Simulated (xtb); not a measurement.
C6H6, charge -1, doublet, at a GFN2-xTB geometry (a state made from the parent by changing its charge; the spin is typed, not shown lowest). Base run: GFN2-xTB run with xtb.

xtb was given this input:
```
$ xtb mol.xyz --gfn 2 --chrg -1 --uhf 1 --json

# file mol.xyz
12

C     -0.79209486     1.14402906     0.04294872
C     -1.40815868    -0.08704909    -0.05219417
C     -0.57965949    -1.28365722    -0.09711679
C      0.79209486    -1.14402906    -0.04294872
C      1.40815868     0.08704909     0.05219417
C      0.57965949     1.28365722     0.09711679
H     -1.41475422     2.04334103     0.07671036
H     -2.49017263    -0.17889071    -0.09381208
H     -1.04845221    -2.26117925    -0.17198459
H      1.41475422    -2.04334103    -0.07671036
H      2.49017263     0.17889071     0.09381208
H      1.04845221     2.26117925     0.17198459
```

Variants of this job, named by their change:

```csv
change,ΔE vs base (kJ/mol),G_solv (kcal/mol),SCF cycles
base,0.00,-,8
etemp = 1000,-1.87,-,8
etemp = 3000,-18.31,-,8
acc = 0.1,0.00,-,11
etemp = 10000,-124.0,-,8
alpb = hexane,-139.2,-33.37,9
acc = 0.0001,0.00,-,13
gbsa = toluene,-204.3,-48.90,8
etemp = 5000,-39.9,-,8
```

ALPB and GBSA are two models with their own fitted parameters for each solvent, which aren't always the measured dielectric constant.
